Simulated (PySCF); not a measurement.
A structure optimised at B3LYP-D3(BJ)/def2-SVP, used in a PySCF frequency run:

```xyz
6

Cl     2.0222    -0.9720     0.0000
C      0.2964    -1.0025     0.0000
Cl    -0.4132    -2.5787     0.0000
C     -0.4566     0.1189     0.0000
Cl    -2.1809     0.0623     0.0000
Br     0.3052     1.8459     0.0000
```

Q: Write its SMILES, formula and point group.

A: ClC(Cl)=C(Cl)Br, C2BrCl3, Cs

Q: What are its rotational constants (standard atomic weights)?

A: 1.5290, 0.91371, 0.57192 GHz
